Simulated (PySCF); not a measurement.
# Curvature of the energy in the electron number along the 4p block, charge +2

Calculated with PySCF 2.14, in aug-cc-pVDZ-PP with ECP10MDF, ECP: one orbital is emptied in steps, and each cell gives the departure of E from the straight line at half an electron, in eV (from a cubic fit). The exact functional gives zero.

```tsv
species	orbital	LDA	PBE	r2SCAN	PBE0	BHandHLYP	LC-wPBE	wB97X	UHF
Ge²⁺	4s beta	-1.29	-1.30	-1.10	-0.95	-0.67	-0.21	-0.28	0.05
As²⁺	4p alpha	-1.25	-1.21	-1.13	-0.88	-0.60	-0.18	-0.30	0.08
Br²⁺	4p alpha	-1.46	-1.42	-1.33	-1.03	-0.67	-0.30	-0.38	0.13
Kr²⁺	4p beta	-1.47	-1.42	-1.30	-1.02	-0.68	-0.29	-0.46	0.17
```

**Question.** Estimate the missing row, Se²⁺.

**Answer.** The calculation gives LDA -1.36; PBE -1.31; r2SCAN -1.23; PBE0 -0.96; BHandHLYP -0.64; LC-wPBE -0.24; wB97X -0.34; UHF 0.10.

**Question.** How does the mean departure depend on the functional?

**Answer.** LDA -1.37 eV; PBE -1.33 eV; r2SCAN -1.22 eV; PBE0 -0.97 eV; BHandHLYP -0.65 eV; LC-wPBE -0.24 eV; wB97X -0.35 eV; UHF 0.11 eV. Semilocal functionals are convex (delocalisation error), Hartree-Fock is concave or straight, and exact exchange removes curvature roughly in proportion to its share, so among the functionals the range-separated hybrids usually come closest to zero.

No spin-orbit coupling is included.
